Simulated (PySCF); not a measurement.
Radial density of B (boron, neutral)

B97-3, [He] 2s2 3s1, 2S determinant (an excited configuration). Computed with PySCF 2.14 in aug-cc-pCVTZ-DK (7s6p4d2f, 59 functions), with the spin-free X2C one-electron Hamiltonian (Gaussian nucleus).

```json
{"r (bohr)": "0.00612", "4πr²ρ (e/bohr)": "0.03308", "4πr²(ρα − ρβ)": "0.0001"}
{"r (bohr)": "0.0103", "4πr²ρ (e/bohr)": "0.08976", "4πr²(ρα − ρβ)": "0.0003"}
{"r (bohr)": "0.0173", "4πr²ρ (e/bohr)": "0.2343", "4πr²(ρα − ρβ)": "0.0007"}
{"r (bohr)": "0.0291", "4πr²ρ (e/bohr)": "0.5873", "4πr²(ρα − ρβ)": "0.0018"}
{"r (bohr)": "0.0490", "4πr²ρ (e/bohr)": "1.358", "4πr²(ρα − ρβ)": "0.0041"}
{"r (bohr)": "0.0824", "4πr²ρ (e/bohr)": "2.758", "4πr²(ρα − ρβ)": "0.0081"}
{"r (bohr)": "0.139", "4πr²ρ (e/bohr)": "4.480", "4πr²(ρα − ρβ)": "0.0121"}
{"r (bohr)": "0.233", "4πr²ρ (e/bohr)": "5.063", "4πr²(ρα − ρβ)": "0.0101"}
{"r (bohr)": "0.392", "4πr²ρ (e/bohr)": "3.169", "4πr²(ρα − ρβ)": "0.0006"}
{"r (bohr)": "0.660", "4πr²ρ (e/bohr)": "1.001", "4πr²(ρα − ρβ)": "0.0113"}
{"r (bohr)": "1.11", "4πr²ρ (e/bohr)": "1.088", "4πr²(ρα − ρβ)": "0.0487"}
{"r (bohr)": "1.87", "4πr²ρ (e/bohr)": "1.014", "4πr²(ρα − ρβ)": "0.0106"}
{"r (bohr)": "3.14", "4πr²ρ (e/bohr)": "0.2426", "4πr²(ρα − ρβ)": "0.0417"}
{"r (bohr)": "5.28", "4πr²ρ (e/bohr)": "0.2371", "4πr²(ρα − ρβ)": "0.2332"}
{"r (bohr)": "8.88", "4πr²ρ (e/bohr)": "0.05131", "4πr²(ρα − ρβ)": "0.0513"}
{"r (bohr)": "14.9", "4πr²ρ (e/bohr)": "3.293e-05", "4πr²(ρα − ρβ)": "0.0000"}
```

Densities and radii are taken from the X2C orbitals without a picture-change correction, which distorts them close to the nucleus.

The outer electron is Rydberg-like, and this basis confines it to a smaller radius and binds it less than a complete one would.
